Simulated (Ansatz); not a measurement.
A CCSD(T) single point on `FC[TeH]`.

```yaml
crystal:
  periodic: [false, false, false]
  atoms:
    - {symbol: F, position_ang: [0.174119, -0.084053, -1.614598]}
    - {symbol: C, position_ang: [-0.005660, -0.517941, -0.328536]}
    - {symbol: Te, position_ang: [-0.921561, 0.953865, 0.934156]}
    - {symbol: H, position_ang: [0.960688, -0.784649, 0.098055]}
    - {symbol: H, position_ang: [-0.674042, -1.380394, -0.331329]}
    - {symbol: H, position_ang: [0.508556, 1.749173, 1.196151]}
basis:
  gaussian: {orbitals: def2-SVP}
correlation: {method: ccsd_t}
```

```sh
$ ansatz run in.yaml --threads 2 --pin off --events-out ev --progress --plain --max-ram 4352MiB
```

Log, shortened:

```
Functional definition: HF
762 factors; integrals over basis functions are off by at most 1.1e-3 eV
mean field evaluation 1: about -11043.7798 eV, gradient 2.1e1 eV
mean field evaluation 2: about -11043.8780 eV, gradient 2.2e1 eV
mean field evaluation 4: about -11045.0884 eV, gradient 2.5e0 eV
mean field evaluation 8: about -11045.1123 eV, gradient 1.1e-1 eV
mean field -11045.11245080 eV, -405.9003959208 hartree, gradient 1.7e-6 eV, S^2 0.000000; 0 other end points of the search recorded, 0 dependent functions left out
6 core orbitals not correlated: weight in the atoms' cores, before any rotation towards them, 1.000 or more for the frozen orbitals, at most 0.000 for the correlated occupied ones
reference -11045.11245080 eV, -405.9003959208 hartree; 15, 15 occupied and 48, 48 virtual orbitals, 762 factors
second order -12.19139725 eV of doubles, -0.00000000 eV of singles
cycle   1  -12.60907335 eV  change   -4.2e-1 eV  update   8.1e-2
cycle   2  -12.92930037 eV  change   -3.2e-1 eV  update   2.5e-2
cycle   3  -13.00165710 eV  change   -7.2e-2 eV  update   1.2e-2
cycle   4  -13.00070945 eV  change    9.5e-4 eV  update   3.0e-3
cycle   5  -13.00005969 eV  change    6.5e-4 eV  update   1.5e-3
cycle   6  -13.00003347 eV  change    2.6e-5 eV  update   4.8e-4
cycle   7  -12.99986804 eV  change    1.7e-4 eV  update   1.9e-4
cycle   8  -12.99983124 eV  change    3.7e-5 eV  update   6.9e-5
cycle   9  -12.99984676 eV  change   -1.6e-5 eV  update   2.9e-5
perturbative correction -0.31169250 eV, -0.0114544880 hartree
Total energy: -11058.42399006 eV, -406.3895859656 hartree
```

It took 1.6 s on 2 threads of an Intel Xeon Platinum 8488C on a shared host, with 0.23 GiB of host memory at the peak.

MP2 recovers 91.6 % of the CCSD(T) correlation energy and the triples give 2.3 %; T1 = 0.0095.
